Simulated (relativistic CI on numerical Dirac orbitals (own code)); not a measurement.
**Crystal-field levels of Re³⁺, 5d4**

Calculated by Dirac-Coulomb-Breit CI, orbitals from a KLI potential per configuration, QED by a radiative potential, valence Slater integrals scaled by 0.9, one configuration in a parametric crystal field (own radial code). With so little scaling, terms lie 10 to 35 % too far apart, which can change the order of excited levels.

Field parameters in Wybourne normalisation: D3d B²₀ = −7Dσ, B⁴₀ = −14Dq − 21Dτ, B⁴₃ = −14√(10/7) Dq. The field is a parameter set, without covalency.

S is read from ⟨S²⟩ = S(S + 1).

Levels (cm⁻¹, degeneracy): 0 (1), 2025 (1), 2880 (2), 4667 (2), 6678 (1), 6873 (2), 11923 (1), 13792 (2), 16679 (2), 25812 (1), 25884 (2), 25896 (1).

(1) Which field gives this pattern?
A. D3d, 10Dq = 40100, Dσ = 550, Dτ = -280 cm⁻¹
B. D3d, 10Dq = 40100, Dσ = -550, Dτ = -280 cm⁻¹
C. D3d, 10Dq = 40100, Dσ = -760, Dτ = -280 cm⁻¹
D. D3d, 10Dq = 40100, Dσ = 330, Dτ = -280 cm⁻¹

Results:

(1) B. D3d, 10Dq = 40100, Dσ = -550, Dτ = -280 cm⁻¹, ground level with S = 1.00.
